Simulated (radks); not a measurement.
Results of a calculation; reference values are marked as such.
Problem. Species: Pr I. Configuration: [Xe] 4f3 6s2 (the NIST ground configuration). Level of theory: Dirac Kohn-Sham, BLYP, spin-unpolarised, spherical densities, point nucleus; open shells fill j = l - 1/2 first (a radial shooting solver on a logarithmic mesh with Libxc functionals). Some entries of the table are withheld. Estimate them.

orbital,occ.,eigenvalue (hartree),<r> (bohr),<1/r> (bohr^-1)
1s1/2,2,-1535.564,0.02409,64.71
2s1/2,2,-246.9133,0.1026,15.28
2p1/2,2,(1),0.08604,15.26
2p3/2,4,(2),0.09235,13.77
3s1/2,2,-53.24661,0.2720,5.526
3p1/2,2,-47.48488,(3),5.439
3p3/2,4,-43.97308,(4),5.066
3d3/2,4,-33.91854,0.2452,4.935
3d5/2,6,-33.16153,0.2491,4.840
4s1/2,2,-10.56664,0.6225,2.291
4p1/2,2,-8.41159,0.6403,2.186
4p3/2,4,-7.65472,0.6683,2.062
4d3/2,4,-4.11775,0.7218,1.841
4d5/2,6,-3.98506,0.7319,1.810
5s1/2,2,-1.42139,1.508,0.8812
5p1/2,2,-0.84934,1.709,0.7704
5p3/2,4,-0.74682,1.801,0.7255
6s1/2,2,-0.12174,4.485,0.2809
5d3/2,0,-0.07156,3.285,(5)
5d5/2,0,-0.06576,3.389,(6)
6p1/2,0,-0.04410,6.133,(7)
4f5/2,3,-0.04079,1.208,1.179
6p3/2,0,-0.03827,6.501,(8)
4f7/2,0,-0.02839,1.241,1.161

Solution. 
(1) 2p1/2 eigenvalue (hartree): -233.3635
(2) 2p3/2 eigenvalue (hartree): -215.6337
(3) 3p1/2 <r> (bohr): 0.2617
(4) 3p3/2 <r> (bohr): 0.2740
(5) 5d3/2 <1/r> (bohr^-1): 0.4087
(6) 5d5/2 <1/r> (bohr^-1): 0.3965
(7) 6p1/2 <1/r> (bohr^-1): 0.2046
(8) 6p3/2 <1/r> (bohr^-1): 0.1928
